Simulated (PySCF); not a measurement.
## Bond length, frequency and bond energy of MgBe⁺ by level of theory

State: ²Σ⁺ (doublet), unpaired electrons σ ↑. Set-up: Mg cc-pVDZ, Be cc-pVDZ; no relativity (PySCF 2.14). De refers to Mg⁺ + Be in their ground configurations, without counterpoise correction. The functionals are run spin-unrestricted. A positive dipole points towards Be; it is taken about the centre of mass and depends on that origin. Levels whose curve was spin-contaminated or gave no clean fit are not listed.

```tsv
Level	Re (Å)	ωe (cm⁻¹)	De (eV)	μ (D)	CPU s a point (SCF and correlation, without the integrals)
ROHF	2.803	266	0.62	1.98	0.071
ROHF-MP2	2.702	297	0.78	n/a	0.094
ROHF-SCS-MP2	2.709	294	0.76	n/a	n/a
ROHF-CCSD	2.684	322	0.80	n/a	n/a
ROHF-CCSD(T)	2.678	326	0.83	n/a	0.7
PBE	2.622	342	1.32	0.49	0.14
r²SCAN	2.635	345	1.27	0.42	0.2
B3LYP	2.631	330	1.17	0.56	0.17
PBE0	2.630	342	1.24	0.48	0.28
B97-3	2.637	334	1.27	0.60	0.13
B2PLYP	2.647	329	1.04	0.60	0.13
```

Task: Which functional lies closest to ROHF-CCSD(T) in De, which farthest, and by how much do they differ from it?

Result: Closest is B2PLYP (-3.1 pm in Re, +0.9 % in ωe, +0.21 eV in De against ROHF-CCSD(T) in the same basis), farthest PBE (-5.6 pm in Re, +4.9 % in ωe, +0.49 eV in De). CCSD(T) converges more slowly with the basis than the functionals do and binds too weakly in this one, so the order can change at the basis-set limit.

Task: What does a quarter of exact exchange do here, going from PBE to PBE0?

Result: PBE0 less PBE: +0.8 pm in Re, +0.0 % in ωe, -0.08 eV in De. Exact exchange removes part of the self-interaction that spreads semilocal densities, and in most molecules shortens and stiffens the bond and lowers De; here Re goes the other way.

Task: What does the step from GGA to meta-GGA do here, going from PBE to r²SCAN?

Result: r²SCAN less PBE: +1.3 pm in Re, +0.9 % in ωe, -0.05 eV in De. 

Correlated steps freeze 1 core orbital. Correlated levels converge slowly with the basis: in double zeta they bind strong bonds too weakly, by up to about 1 eV, and carry superposition errors of some tenths. For an ion De counts to the pair picked by the measured ionisation energies or electron affinities, which need not be the lowest pair at this level. B2PLYP dipoles, levels and charges come from its SCF part alone. The CCSD T1 diagnostic is raised, a sign that a single reference may not be enough here. The state is the lowest determinant that a PBE0 search found; another state may lie lower at other levels.

The whole job (state search and all levels along the bond) took about 0.43 min on 1 thread of Intel Xeon 6975P-C (shared host), peak memory 0.37 GiB.
